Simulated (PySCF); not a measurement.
# Nuclear repulsion and electron count by hand

System: BrSi (SMILES [Si]Br), doublet, at a GFN2-xTB geometry. Level: B3LYP/aug-cc-pVDZ (PySCF). Sums are taken with unrounded values, so a last digit can differ.

Coordinates (Å):

```
atom        x        y         z
----  -------  -------  --------
Si1   0.00000  0.00000  -1.67392
Br2   0.00000  0.00000   0.66957
```

Question: Work out the nuclear repulsion energy and the numbers of alpha and beta electrons.

Answer: In atomic units each pair adds Z_i Z_j / r_ij, with r in bohr (1 bohr = 0.529177 Å).
| pair | r (Å) | r (bohr) | Z_i Z_j | term (Eh) |
|---|---|---|---|---|
| Si1-Br2 | 2.3435 | 4.4286 | 490 | 110.6455 |
The sum is 110.6455 Eh; PySCF gives 110.6455 Eh. The atomic numbers add up to 49, so at charge +0 there are 49 electrons; multiplicity 2 means 1 unpaired, so 25 alpha and 24 beta.
